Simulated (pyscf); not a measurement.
PySCF, gas phase, ωB97X-D3(BJ)/def2-SVP geometries.

SMILES: [NH2][Ge]([NH2])([NH2])[O][SiH3]
```xyz
15

N     -0.9710    -0.9677     1.3797
Ge    -0.7672     0.0922    -0.0762
N     -0.9000     1.8039     0.5011
N     -1.9511    -0.1981    -1.4173
O      0.8178    -0.2704    -0.8298
Si     2.2085    -0.7086    -0.0496
H     -0.9421    -0.5343     2.2960
H     -0.5725    -1.9001     1.3867
H     -1.1718     2.4642    -0.2217
H     -0.1168     2.1740     1.0318
H     -1.5381    -0.6224    -2.2431
H     -2.7900    -0.7035    -1.1477
H      2.4597     0.1695     1.1378
H      2.1489    -2.1216     0.4378
H      3.3554    -0.5797    -0.9905
```
Charge 0, spin multiplicity 1.

Q: How much does it cost (ΔH, 298 K, ωB97M-D3(BJ)/def2-TZVP) to split `[NH2][Ge]([NH2])([NH2])[O][SiH3]` at its Ge–O bond into H₂N–Ge•(NH₂)–NH₂ + •O–SiH₃?

A: Ge–O to H₂N–Ge•(NH₂)–NH₂ + •O–SiH₃: 109.2 kcal/mol. The 7 functionals that were run give +98.5 (PBE) to +114.4 kcal/mol (M06-2X). •O–SiH₃ lies 24.9 kcal/mol over its isomer HO–SiH₂• (electronic energy, ωB97M-D3(BJ)/def2-TZVP). Other isomers of H₂N–Ge•(NH₂)–NH₂ were not searched in full and may lie lower. Elements up to Kr have no core potential and no relativistic terms here.
